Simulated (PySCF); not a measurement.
M06 single point of singlet RuS3 at its PBE0 minimum.

An equivalent PySCF input for this run (the driver started from the density of an earlier step):

```python
from pyscf import gto, scf, dft
mol = gto.M(atom='''
Ru     0.000000    -0.000000     0.000000
S      2.051017    -0.000009    -0.000001
S     -1.025501     1.776237    -0.000000
S     -1.025516    -1.776229     0.000001''',
    basis={'Ru': 'def2-SVP', 'S': 'def2-SVP'},
    ecp={'Ru': 'def2-SVP'},
    charge=0, spin=0)
mf = dft.RKS(mol, xc='M06')
mf.grids.atom_grid = (90, 434)
aux = {'Ru': 'def2-universal-JKFIT', 'S': 'def2-universal-JKFIT'}
mf = mf.density_fit(auxbasis=aux)
mf.conv_tol = 1e-08
mf.diis_space = 10
mf.max_cycle = 60
mf.verbose = 4
mf.kernel()
```

Excerpt of the output:

```
init E= -1289.08173280775
  HOMO = -0.282208675055781  LUMO = -0.170329784151037  gap/eV = 3.04438
cycle= 1 E= -1289.08349177851  delta_E= -0.00176  |g|= 0.033  |ddm|= 0.234
  HOMO = -0.273709972227788  LUMO = -0.161430673653941  gap/eV = 3.05528
cycle= 2 E= -1289.08251852315  delta_E= 0.000973  |g|= 0.077  |ddm|= 0.102
  HOMO = -0.277140989898138  LUMO = -0.166160220375312  gap/eV = 3.01994
cycle= 3 E= -1289.08322132871  delta_E= -0.000703  |g|= 0.0502  |ddm|= 0.0844
  HOMO = -0.278650570522979  LUMO = -0.16636094236249  gap/eV = 3.05556
cycle= 4 E= -1289.0837781455  delta_E= -0.000557  |g|= 0.00459  |ddm|= 0.0367
  HOMO = -0.278533107937736  LUMO = -0.166237897129169  gap/eV = 3.05571
cycle= 5 E= -1289.08378259351  delta_E= -4.45e-06  |g|= 0.000338  |ddm|= 0.0044
  HOMO = -0.278529314462787  LUMO = -0.166253397498148  gap/eV = 3.05518
cycle= 6 E= -1289.08378253561  delta_E= 5.79e-08  |g|= 0.000515  |ddm|= 0.000934
  HOMO = -0.278526749230753  LUMO = -0.166239405143976  gap/eV = 3.05549
cycle= 7 E= -1289.08378262843  delta_E= -9.28e-08  |g|= 4.31e-05  |ddm|= 0.000625
  HOMO = -0.278521863269353  LUMO = -0.166236604541697  gap/eV = 3.05544
cycle= 8 E= -1289.08378262897  delta_E= -5.4e-10  |g|= 7.08e-06  |ddm|= 6.02e-05
  HOMO = -0.278520641089964  LUMO = -0.16623623922657  gap/eV = 3.05541
Extra cycle  E= -1289.08378262889  delta_E= 8.46e-11  |g|= 2.19e-05  |ddm|= 1.98e-05
converged SCF energy = -1289.08378262889
```

This run, together with those of the ionised and electron-attached species (not shown), took 15 s on 2 threads of a shared Arm Neoverse V1 host, with 85 basis functions; the process peaked at 0.95 GiB.
